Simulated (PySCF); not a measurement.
F2OS. Atoms are numbered in the order given.

```xyz
4

O      1.3714     0.3514     0.0000
S      0.1653    -0.4056     0.0000
F     -0.7564     0.2044     1.1656
F     -0.7564     0.2044    -1.1656
```
Charge 0, spin multiplicity 1.

The structure is a stationary point at B3LYP-D3(BJ)/def2-TZVP.

Computed with TDDFT-M06-2X/def2-SVPD in PySCF.

Vertical excitations. The molecule is in vacuum. State labels are in the subgroup Cs.

```json
[
 {"state": "S1", "symmetry": "A\"", "energy (eV)": "6.49", "λ (nm)": "191", "f": "0.032", "main pairs": "HOMO→LUMO 91 %"},
 {"state": "S2", "symmetry": "A'", "energy (eV)": "7.89", "λ (nm)": "157", "f": "0.018", "main pairs": "HOMO→LUMO+1 54 %, HOMO−1→LUMO 33 %, HOMO→LUMO+5 9 %"},
 {"state": "S3", "symmetry": "A\"", "energy (eV)": "8.66", "λ (nm)": "143", "f": "0.013", "main pairs": "HOMO−2→LUMO 86 %"},
 {"state": "S4", "symmetry": "A\"", "energy (eV)": "9.02", "λ (nm)": "137", "f": "0.001", "main pairs": "HOMO−1→LUMO+1 73 %, HOMO−1→LUMO+5 16 %"},
 {"state": "S5", "symmetry": "A'", "energy (eV)": "9.03", "λ (nm)": "137", "f": "0.121", "main pairs": "HOMO−1→LUMO 49 %, HOMO→LUMO+1 31 %"},
 {"state": "S6", "symmetry": "A'", "energy (eV)": "9.37", "λ (nm)": "132", "f": "0.091", "main pairs": "HOMO→LUMO+3 63 %, HOMO→LUMO+6 16 %"},
 {"state": "S7", "symmetry": "A'", "energy (eV)": "9.55", "λ (nm)": "130", "f": "0.061", "main pairs": "HOMO→LUMO+2 88 %"},
 {"state": "S8", "symmetry": "A'", "energy (eV)": "10.10", "λ (nm)": "123", "f": "0.005", "main pairs": "HOMO−2→LUMO+1 46 %, HOMO−3→LUMO 24 %, HOMO−2→LUMO+5 10 %, HOMO−4→LUMO 8 %"},
 {"state": "S9", "symmetry": "A'", "energy (eV)": "10.18", "λ (nm)": "122", "f": "0.026", "main pairs": "HOMO−3→LUMO 65 %, HOMO−2→LUMO+1 14 %"},
 {"state": "S10", "symmetry": "A\"", "energy (eV)": "10.36", "λ (nm)": "120", "f": "0.018", "main pairs": "HOMO→LUMO+4 91 %"},
 {"state": "T1", "symmetry": "A\"", "energy (eV)": "5.52", "λ (nm)": "225", "f": "0", "main pairs": "HOMO→LUMO 93 %"},
 {"state": "T2", "symmetry": "A'", "energy (eV)": "6.77", "λ (nm)": "183", "f": "0", "main pairs": "HOMO→LUMO+1 57 %, HOMO−1→LUMO 21 %, HOMO→LUMO+5 16 %"},
 {"state": "T3", "symmetry": "A'", "energy (eV)": "7.08", "λ (nm)": "175", "f": "0", "main pairs": "HOMO−1→LUMO 70 %, HOMO→LUMO+1 18 %"},
 {"state": "T4", "symmetry": "A\"", "energy (eV)": "8.06", "λ (nm)": "154", "f": "0", "main pairs": "HOMO−2→LUMO 89 %"}
]
```
Triplets are in the Tamm–Dancoff approximation, which puts them higher than full response would, so one can lie above its singlet here.
